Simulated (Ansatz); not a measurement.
C4H5 (SMILES [CH]=CC=C), doublet (typed; the unrestricted solution is spin-contaminated), at a GFN2-xTB geometry; HF/6-31G* run with Ansatz (a program for electronic structure).

Here is a job for Ansatz.
Ansatz 0.2 input:
```yaml
crystal:
  periodic: [false, false, false]
  atoms:
    - {symbol: C, position_ang: [-1.45006822, -1.07167082, -0.63158736]}
    - {symbol: C, position_ang: [-0.25920185, -0.56808578, -0.50436756]}
    - {symbol: C, position_ang: [0.13180099, 0.47529935, 0.45030056]}
    - {symbol: C, position_ang: [1.36582743, 0.95156397, 0.53475037]}
    - {symbol: H, position_ang: [-2.41592108, -0.96137587, -0.19544851]}
    - {symbol: H, position_ang: [0.55153888, -0.91673113, -1.13669287]}
    - {symbol: H, position_ang: [-0.65429776, 0.84357236, 1.09483111]}
    - {symbol: H, position_ang: [2.15903411, 0.59378581, -0.10123445]}
    - {symbol: H, position_ang: [1.62949575, 1.71810851, 1.24396860]}
basis:
  gaussian:
    orbitals: 6-31G*
hamiltonian:
  xc: hf
magnetization: {spin_polarized: true, initial_magnetization: 1}
```

It wrote (shortened):

```
Functional definition: HF
735 factors; integrals over basis functions are off by at most 1.3e-3 eV
mean field evaluation 1: about -4195.4329 eV, gradient 1.8e1 eV
mean field evaluation 2: about -4195.4411 eV, gradient 1.8e1 eV
mean field evaluation 4: about -4197.8421 eV, gradient 2.5e0 eV
mean field evaluation 8: about -4197.9835 eV, gradient 7.7e-1 eV
mean field evaluation 16: about -4198.1829 eV, gradient 6.1e-4 eV
mean field evaluation 32: about -4186.4919 eV, gradient 6.9e0 eV
mean field -4198.18289559 eV, -154.2803757824 hartree, gradient 2.3e-5 eV, S^2 1.245222; 1 other end points of the search recorded, 0 dependent functions left out
reference -4198.18289559 eV, -154.2803757824 hartree; 15, 14 occupied and 55, 56 virtual orbitals, 735 factors
Total energy: -4198.18289559 eV, -154.2803757824 hartree
```
